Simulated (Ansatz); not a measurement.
`[NH2][Ti]([NH2])([Cl])[Cl]` and `[NH2][Hf]([NH2])([Cl])[Cl]` differ in one element.

Ansatz, PBE0-D4/def2-TZVP geometries, multiplicity 1. Each molecule was computed in one conformer, which needn't be the lowest.

Elements past krypton have def2 core potentials. Scalar relativity is left out up to krypton.

```csv
property,`[NH2][Ti]([NH2])([Cl])[Cl]`
HOMO–LUMO gap (ωB97M-V/def2-TZVPP) / eV,10.06
LUMO energy (ωB97M-V/def2-TZVPP) / eV,-0.12
HOMO–LUMO gap (B3LYP/def2-TZVPP) / eV,5.09
size of the dipole moment (B3LYP/def2-TZVPP) / D,3.44
HOMO energy (PBE/def2-TZVPP) / eV,-6.54
LUMO energy (PBE/def2-TZVPP) / eV,-3.26
```

(1) What does the change do to each property? (Estimate.)

## Answers

(1) Ansatz gave: 
| property | `[NH2][Hf]([NH2])([Cl])[Cl]` | shift |
| --- | --- | --- |
| HOMO–LUMO gap (ωB97M-V/def2-TZVPP) / eV | 11.08 | 1.02 |
| LUMO energy (ωB97M-V/def2-TZVPP) / eV | 0.99 | 1.11 |
| HOMO–LUMO gap (B3LYP/def2-TZVPP) / eV | 6.42 | 1.33 |
| size of the dipole moment (B3LYP/def2-TZVPP) / D | 3.16 | -0.28 |
| HOMO energy (PBE/def2-TZVPP) / eV | -6.37 | 0.17 |
| LUMO energy (PBE/def2-TZVPP) / eV | -1.73 | 1.53 |

With PBE0 the HOMO rises by 0.15 eV and the LUMO rises by 1.46 eV, so the gap widens by about 1.31 eV. PBE moves the HOMO by 0.17 eV and ωB97M-V by 0.10 eV. Dipoles are sizes alone; their direction can turn.

B3LYP here is the variant with VWN-RPA as its local correlation; programs differ in this.
